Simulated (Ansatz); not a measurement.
Ba2O2⁺. Charge 1, multiplicity 2. Geometry PBE0-D4/def2-TZVP, that of the neutral singlet; atoms count from 1.

```xyz
4

Ba    0.191    1.711   -0.167
Ba   -0.190   -1.711    0.168
O    -1.243    0.202    0.655
O     1.243   -0.202   -0.655
```

In the def2 sets Ba takes a core potential; there is no spin–orbit coupling. The structure comes from a short search, and lower isomers may exist.

Estimate the Mulliken populations from the PBE0/def2-TZVP orbitals of Ansatz.


```tsv
atom	charge (e)	spin (α − β)
Ba1	1.34	-0.05
Ba2	1.34	-0.05
O3	-0.84	0.55
O4	-0.84	0.55
```
Mulliken values and Mayer orders depend strongly on the basis.

Where does the spin sit?

Summed by element: Ba -0.09, O 1.09, of 1 unpaired in all. Largest on single atoms: O3 0.55, O4 0.55, Ba1 -0.05.

And the Mayer bond orders between bonded heavy atoms (over 0.3)?

Ba1–O3 0.55 (2.24 Å); Ba1–O4 0.55 (2.24 Å); Ba2–O3 0.55 (2.24 Å); Ba2–O4 0.55 (2.24 Å). Values over 0.3 also appear between atoms too far apart for a bond (O3–O4 0.30 at 2.84 Å); they arise where an orbital or an unpaired electron spreads over both atoms.
